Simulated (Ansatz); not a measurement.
A single point on C₂H₈O₄Si (`CCO[Si](O)(O)O`).

```yaml
crystal:
  periodic: [false, false, false]
  atoms:
    - {symbol: C, position_ang: [-1.318937, 1.717983, -0.444894]}
    - {symbol: C, position_ang: [-0.122165, 0.982869, -0.998273]}
    - {symbol: O, position_ang: [0.697759, 0.486128, 0.049249]}
    - {symbol: Si, position_ang: [0.694445, -1.052548, 0.566947]}
    - {symbol: O, position_ang: [-0.867295, -1.493396, 0.742075]}
    - {symbol: O, position_ang: [1.352050, -2.141122, -0.456957]}
    - {symbol: O, position_ang: [1.588572, -1.085820, 1.930793]}
    - {symbol: H, position_ang: [-1.947693, 1.040653, 0.135823]}
    - {symbol: H, position_ang: [-0.998367, 2.537620, 0.201746]}
    - {symbol: H, position_ang: [-1.917304, 2.135504, -1.258855]}
    - {symbol: H, position_ang: [-0.447083, 0.164792, -1.651765]}
    - {symbol: H, position_ang: [0.498753, 1.653556, -1.599436]}
    - {symbol: H, position_ang: [-1.046708, -2.434491, 0.750958]}
    - {symbol: H, position_ang: [2.308718, -2.192591, -0.469247]}
    - {symbol: H, position_ang: [1.525257, -0.319149, 2.501827]}
basis:
  gaussian: {orbitals: def2-QZVPP}
correlation: {method: mp2}
```

```sh
$ ansatz run in.yaml --threads 2 --pin off --events-out ev --progress --plain --max-ram 22528MiB --backend cuda --devices 0, --max-vram 18GiB
```

Shortened log:

```
Functional definition: HF
3949 factors; integrals over basis functions are off by at most 1.1e-3 eV
mean field evaluation 1: about -18202.7157 eV, gradient 6.5e1 eV
mean field evaluation 2: about -18202.8961 eV, gradient 6.5e1 eV
mean field evaluation 4: about -18210.3019 eV, gradient 4.4e0 eV
mean field evaluation 8: about -18210.3727 eV, gradient 2.6e-1 eV
mean field -18210.37297686 eV, -669.2188634655 hartree, gradient 7.7e-7 eV, S^2 0.000000; 0 other end points of the search recorded, 0 dependent functions left out
11 core orbitals not correlated: weight in the atoms' cores, before any rotation towards them, 1.000 or more for the frozen orbitals, at most 0.000 for the correlated occupied ones
reference -18210.37297686 eV, -669.2188634655 hartree; 22, 22 occupied and 619, 619 virtual orbitals, 3949 factors
second order -41.55280710 eV of doubles, -0.00000000 eV of singles
Total energy: -18251.92578396 eV, -670.7459009608 hartree
```

Run time 4.3 s (2 threads of an AMD EPYC 7R13 on a shared host and a share of an NVIDIA H100 80 GB); peak host memory 1.3 GiB.
